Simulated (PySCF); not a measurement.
**Working out the ionisation energy of Rh**

Rh [Kr] 4d8 5s1 (4F) → Rh+ [Kr] 4d8 (3F). Computed with PySCF 2.14 in x2c-TZVPPall with one added diffuse shell each of s, p, d, f type (9s7p7d3f1g, 95 functions), with scalar relativity by spin-free X2C-1e. Frozen: [Kr]. Energies in hartree (1 hartree = 27.21139 eV):

| part | Rh (lower) | Rh+ (upper) |
| --- | --- | --- |
| UHF | -4781.189398 | -4780.957378 |
| CCSD correlation | -0.244966 | -0.212964 |
| (T) | -0.010192 | -0.007070 |

Q: What does Hartree-Fock give?

A: (-4780.957378) − (-4781.189398) = 0.232020 hartree = 6.314 eV.

Q: What do CCSD and CCSD(T) give?

A: The CCSD correlation energies differ by 0.032002 hartree = 0.871 eV and the triples by 0.003122 hartree = 0.085 eV, so CCSD gives 7.185 eV and CCSD(T) 7.270 eV.

Measured between the centres of the two terms (NIST): 7.479 eV, so CCSD(T) (valence) is off by -0.209 eV.

What remains against the reference includes basis incompleteness, the frozen core and higher excitations.
